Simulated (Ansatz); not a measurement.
Total energies of `C=CCCCCCCCC` from Ansatz at PBE-D4/def2-TZVP, gas phase (1 Eh = 27.2114 eV = 2625.5 kJ/mol). The reference geometry is relaxed at PBE-D4/def2-SVP.

| state | geometry | energy (Eh) |
| --- | --- | --- |
| charge 0 singlet | reference | -392.68687 |
| charge 1 doublet | reference | -392.36432 |
| charge -1 doublet | reference | -392.63636 |
| charge -1 doublet | relaxed at PBE-D4/def2-SVP | -392.63786 |
| free C atom (triplet) | – | -37.79597 |
| free H atom (doublet) | – | -0.49962 |

Q: Work out the vertical ionisation energy to the doublet.

A: E(charge 1 doublet) − E(charge 0 singlet) = -392.36432 − (-392.68687) = 0.32255 Eh = 8.78 eV. For comparison, −ε of the highest occupied level is 6.18 eV at this level, 2.60 eV less.

Q: Work out the vertical electron affinity, to the doublet.

A: E(charge 0 singlet) − E(charge -1 doublet) = -392.68687 − (-392.63636) = -0.05051 Eh = -1.37 eV; negative, so the extra electron isn't bound. The basis lacks diffuse functions, which makes affinities too small.

Q: Give the fundamental gap IE − EA, the Mulliken electronegativity (IE + EA)/2 and the hardness (IE − EA)/2.

A: From the values in Eh: IE − EA = 0.32255 − (-0.05051) = 0.37306 Eh = 10.15 eV; (IE + EA)/2 = 3.70 eV; (IE − EA)/2 = 5.08 eV. The HOMO–LUMO gap of the same run is 5.38 eV, 4.77 eV smaller than the fundamental gap.

Q: How much does the charge -1 doublet relax, and what is the adiabatic electron affinity?

A: Relaxation: -392.63636 − (-392.63786) = 0.00150 Eh = 0.04 eV. Adiabatic electron affinity: -0.04901 Eh = -1.33 eV, without zero-point energy. 

Q: What is the binding energy per atom against free atoms?

A: Atoms: 10 × (-37.79597) + 20 × (-0.49962) = -387.95210 Eh. Binding: -387.95210 − (-392.68687) = 4.73477 Eh = 128.84 eV, or 4.29 eV for each of 30 atoms (no zero-point energy, no counterpoise term).

At PBE-D4/def2-TZVP the gap within one spin of the charge 1 doublet nearly closes, so an electron or hole may be smeared out by delocalisation error. At PBE-D4/def2-TZVP the gap within one spin of the charge -1 doublet nearly closes, so an electron or hole may be smeared out by delocalisation error. At PBE-D4/def2-TZVP the gap within one spin of the relaxed charge -1 doublet nearly closes, so an electron or hole may be smeared out by delocalisation error. At PBE-D4/def2-TZVP the highest occupied level of the charge -1 doublet lies above zero (up to 3.12 eV). By energy differences it is unbound by 1.37 eV (vertical, to the charge 0 singlet, at PBE-D4/def2-TZVP) and held by the finite basis. At PBE-D4/def2-TZVP the highest occupied level of the relaxed charge -1 doublet lies above zero (up to 2.99 eV). By energy differences, losing it releases 1.33 eV (each at its own geometry, to the charge 0 singlet, at PBE-D4/def2-TZVP).
